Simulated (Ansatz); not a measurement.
A run on C3H5BO (`OCB1C=C1`) with other settings.

```yaml
crystal:
  periodic: [false, false, false]
  atoms:
    - {symbol: O, position_ang: [-1.380388, -1.667645, 0.189324]}
    - {symbol: C, position_ang: [-0.154314, -1.267193, -0.429840]}
    - {symbol: B, position_ang: [0.299145, 0.182539, 0.009983]}
    - {symbol: C, position_ang: [-0.023089, 1.487225, 0.625068]}
    - {symbol: C, position_ang: [1.234938, 1.305365, -0.026290]}
    - {symbol: H, position_ang: [-1.884534, -0.865023, 0.393951]}
    - {symbol: H, position_ang: [0.632295, -1.930706, -0.107476]}
    - {symbol: H, position_ang: [-0.189467, -1.377074, -1.501593]}
    - {symbol: H, position_ang: [-0.487419, 2.264279, 1.140227]}
    - {symbol: H, position_ang: [2.150519, 1.891192, -0.182717]}
basis:
  gaussian: {orbitals: 6-31G, final_grid: {core_spheres: 8, valence_spheres: 7, degree: 23}}
magnetization: {spin_polarized: true, initial_magnetization: 0}
hamiltonian: {xc: {name: HF}}
correlation: {active_space: {window: {electrons: 2, orbitals: 1}}}
```

```sh
$ ansatz run in.yaml --threads 2 --pin off --events-out ev --progress --plain --max-ram 4352MiB
```

Output, abridged:

```
Error: invalid value for `correlation.active_space`: it starts from restricted Hartree–Fock orbitals; set hamiltonian.xc: hf without magnetization.spin_polarized
```
